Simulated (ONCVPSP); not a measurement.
# platinum: from the effect back to the setting (ONCV)

Base potential:

ONCVPSP 4.0.1 input, shortened (lines: element, Z, core and valence counts, functional; n l f; lmax; l rc ep ncon nbas qcut; lloc lpopt rc5 dvloc0; l nproj debl; icmod fcfact rcfact), PBEsol, scalar-relativistic:

```
  Pt 78.00   10    4  -116133      upf
    1    0    2.00
    2    0    2.00
    2    1    6.00
    3    0    2.00
    3    1    6.00
    3    2   10.00
    4    0    2.00
    4    1    6.00
    4    2   10.00
    4    3   14.00
    5    0    2.00
    5    1    6.00
    5    2    9.00
    6    1    1.00
    2
    0    1.65    0.00    4    9    7.00
    1    2.20    0.00    4    7    5.30
    2    2.30    0.00    4    9    5.50
    4    2    1.20    0.00
    0    1    1.80
    1    2    0.40
    2    1    2.70
    0    0.00    0.00
```

Cutoffs, loose and tight: the cutoffs (Ha) at which the residual kinetic energy of the hardest occupied pseudo-wave falls to 1 and 0.1 mHa per electron. They do not see the model core or the augmentation charge, which bear on the density cutoff. Test errors are all-electron minus pseudo excitation energies from the reference, over the configurations 5s2 5p6 5d9 6s1 6p0; 5s2 5p6 5d9 6p0; 5s2 5p6 5d8 6p0; 5s2 5p6 5d7 6p0; variants that change the core or the reference have their own tests.

Only the scale of all radii (base = 1) is moved:

| scale of all radii (base = 1) | cutoff, loose | cutoff, tight | bound ghosts | largest test error (meV) |
| --- | --- | --- | --- | --- |
| 0.83 | 24 Ha | 112 Ha | none | -5.0 over the solved tests; 2 of 4 tests not solved or not reliable |
| 0.92 | 20 Ha | 36 Ha | none | -6.2 over the solved tests; 2 of 4 tests not solved or not reliable |
| 1.11 | 15 Ha | 19 Ha | none | -797 over the solved tests; 1 of 4 tests not solved or not reliable |
| 1.19 | 12 Ha | 16 Ha | none | -4.5 over the solved tests; 2 of 4 tests not solved or not reliable |
| 1.28 | 11 Ha | 13 Ha | none | -1.7 over the solved tests; 2 of 4 tests not solved or not reliable |

Question: One more run gave cutoff, loose: 19 Ha; cutoff, tight: 22 Ha; bound ghosts: none; largest test error (meV): -6.9 over the solved tests; 2 of 4 tests not solved or not reliable. Which value of the scale of all radii (base = 1) was used?

Answer: 0.99. The loose cutoff moves one way along this sweep, from 24 Ha at 0.83 to 11 Ha at 1.28, which places the run between 0.92 and 1.11.
